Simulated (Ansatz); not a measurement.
Gas-phase reaction R1 + R2 → P1 + P2, each structure at its B3LYP-D3(BJ)/def2-TZVP stationary point, reached from a drawn start (curvature not checked).
R1: F3S (SMILES F[S](F)F), charge 0, multiplicity 2.
R2: O atom, charge 0, multiplicity 3.
P1, F2OS (SMILES O=S(F)F) (charge 0, multiplicity 1):
```xyz
4

F      1.033    -0.164    -0.927
S      0.022     0.503     0.129
F     -1.270    -0.155    -0.563
O      0.215    -0.184     1.361
```
P2: F atom, charge 0, multiplicity 2.

P less R. No zero-point or thermal terms; singlets are restricted closed shells; open shells are unrestricted; no spin–orbit coupling.

Cores are frozen in the correlated methods.

Programs: Ansatz (a program for electronic structure) with Gaussian orbitals. All values are computed, each at the level named.

Total energies in hartree:

```csv
structure,PBE/def2-TZVPP,B3LYP/def2-TZVPP,CCSD(T)/cc-pV(Q+d)Z
R1,-697.366646,-697.812496,-696.978489
R2,-75.009672,-75.096275,-74.993565
P1,-672.816888,-673.246357,-672.441069
P2,-99.669123,-99.770147,-99.650258
```

Work out the reaction energy at each level in kcal/mol (1 hartree = 627.50947 kcal/mol), and say how far PBE/def2-TZVPP lies from CCSD(T)/cc-pV(Q+d)Z.


- PBE/def2-TZVPP: (-672.816888) + (-99.669123) − (-697.366646) − (-75.009672) = -0.109693 hartree = -68.83 kcal/mol
- B3LYP/def2-TZVPP: (-673.246357) + (-99.770147) − (-697.812496) − (-75.096275) = -0.107733 hartree = -67.60 kcal/mol
- CCSD(T)/cc-pV(Q+d)Z: (-672.441069) + (-99.650258) − (-696.978489) − (-74.993565) = -0.119273 hartree = -74.84 kcal/mol
PBE/def2-TZVPP less CCSD(T)/cc-pV(Q+d)Z: 6.01 kcal/mol. CCSD(T)/cc-pV(Q+d)Z is the level counted from, the highest shown, and no exact or measured value.
